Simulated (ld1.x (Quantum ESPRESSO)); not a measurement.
## Transferability test, TM potential for titanium (Ti)

ld1.x (Quantum ESPRESSO) 7.5 input, shortened:

```
&input
   title='Ti', zed=22., rel=1, dft='PZ', iswitch=3,
   config='[Ar] 3d3 4s1 4p0'
 /
 &inputp
   pseudotype=2, tm=.true., lloc=1,
   nlcc=.false.
 /
3
4S  1  0   1.00   0.00  2.70  2.70  0.0
3D  3  2   3.00   0.00  1.90  1.90  0.0
4P  2  1   0.00   0.00  1.15  1.15  0.0
 &test
   configts(1)='3d3 4s1 4p0'
 /
```

Energies are relative to the spin-unpolarised reference configuration 3d3 4s1 4p0; without spin polarisation the order of configurations can differ from experiment. Spin-polarised rows fill each open shell by Hund’s rule, majority spin first. Not all tests gave a result: 2 of 9 tests not solved or not reliable. Left out of the table: 3d1 4s2 4p0 (solver errors, printed error -37.8 eV); 3d1 4s2 4p1 (solver errors, printed error -25.8 eV).

(1) Give the all-electron excitation energy and the error of the potential for: 3d2 4s2 4p0; 3d2 4s1 4p0; 3d2 4s0 4p0; 3d2 4s1.5 4p0; 3d3 4s0 4p0; 3d3 4s1 4p0 (spin-polarised); 3d2 4s2 4p0 (spin-polarised).

Levels in the configuration 3d2 4s0 4p0:

```
level  all-electron (eV)  pseudo (eV)
   3d            -19.926      -19.880
```

Note: ghost states, extra bound levels that the all-electron valence spectrum of the same l lacks: s at -50.1 eV, p at -35.8 eV. A true bound ghost makes a file unfit for plane-wave use. The 4p radius (1.15 bohr) lies inside the outermost node of the all-electron wave (1.42 bohr), which a nodeless pseudo-wave cannot match soundly.

Results:

(1)

| valence configuration | charge | ΔE all-electron (eV) | error AE − PS (meV) |
| --- | --- | --- | --- |
| 3d2 4s2 4p0 | 0 | -1.060 | -51 |
| 3d2 4s1 4p0 | +1 | 6.476 | -30 |
| 3d2 4s0 4p0 | +2 | 20.276 | +77 |
| 3d2 4s1.5 4p0 | +0.5 | 1.957 | -44 |
| 3d3 4s0 4p0 | +1 | 6.499 | +9.3 |
| 3d3 4s1 4p0 (spin-polarised) | 0 | -1.831 | +2470 |
| 3d2 4s2 4p0 (spin-polarised) | 0 | -1.730 | +1560 |
